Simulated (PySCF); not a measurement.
## Dipole response of Ta (tantalum, neutral)

[Xe] 4f14 5d3 6s2, high-spin 4F determinant. Calculation: PySCF 2.14, in x2c-TZVPPall with one added diffuse shell each of s, p, d, f type (12s8p8d4f1g, 113 functions); the spin-free X2C one-electron Hamiltonian (Gaussian nucleus). Coupled (time-dependent) response in atomic units; α is the mean over directions.

```json
{"method": "BP86", "mean α (bohr³)": "79.29", "C₆ (like pair)": "999.9", "S(−4)": "2439"}
```

S(−4) is the Cauchy moment in α(ω) = α(0) + S(−4) ω² + …

Reference α: 74 ± 20 bohr³ (recommended; Schwerdtfeger and Nagle, table of static dipole polarizabilities (2023 update)). Published C₆: 887.0 (Gould and Bucko (2016)).

Spin-orbit coupling is absent.

α(iu) at BP86:

```csv
u (hartree),α(iu) (bohr³)
0,79.29
0.0500,73.76
0.100,61.78
0.200,39.90
0.300,26.94
0.500,14.95
0.750,9.042
1.00,6.257
1.50,3.643
2.00,2.423
3.00,1.301
5.00,0.5480
```

A single London oscillator, α(iu) = α/(1 + u²/ω²), gives C₆ = (3/4) ω α². Matching the computed C₆ needs ω = 4 × 999.9 / (3 × 79.29²) = 0.212 hartree.

Spin-orbit coupling, absent here, splits the open shell strongly.
